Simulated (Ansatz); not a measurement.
TiHF3⁺. Charge 1, multiplicity 2. Geometry PBE-D4/def2-TZVP, that of the neutral singlet; atoms count from 1.

Cartesian coordinates in Å:
```
Ti -0.015 -0.052 -0.020
H 0.435 1.477 0.554
F -0.568 0.210 -1.666
F -1.289 -0.601 1.058
F 1.439 -1.034 0.073
```

Estimate the Mulliken populations from the PBE0/def2-TZVP orbitals of Ansatz.


```json
{"atom": "Ti1", "charge (e)": "1.58", "spin (α − β)": "0.34", "d electrons": "1.92"}
{"atom": "H2", "charge (e)": "0.31", "spin (α − β)": "0.69", "d electrons": "–"}
{"atom": "F3", "charge (e)": "-0.30", "spin (α − β)": "-0.01", "d electrons": "–"}
{"atom": "F4", "charge (e)": "-0.30", "spin (α − β)": "-0.01", "d electrons": "–"}
{"atom": "F5", "charge (e)": "-0.30", "spin (α − β)": "-0.01", "d electrons": "–"}
```
Mulliken values and Mayer orders depend strongly on the basis.

Where does the spin sit?

Summed by element: Ti 0.34, H 0.69, F -0.03, of 1 unpaired in all. Largest on single atoms: H2 0.69, Ti1 0.34, F3 -0.01.

And the Mayer bond orders between bonded heavy atoms (over 0.3)?

Ti1–F3 1.16 (1.76 Å); Ti1–F4 1.16 (1.76 Å); Ti1–F5 1.16 (1.76 Å).
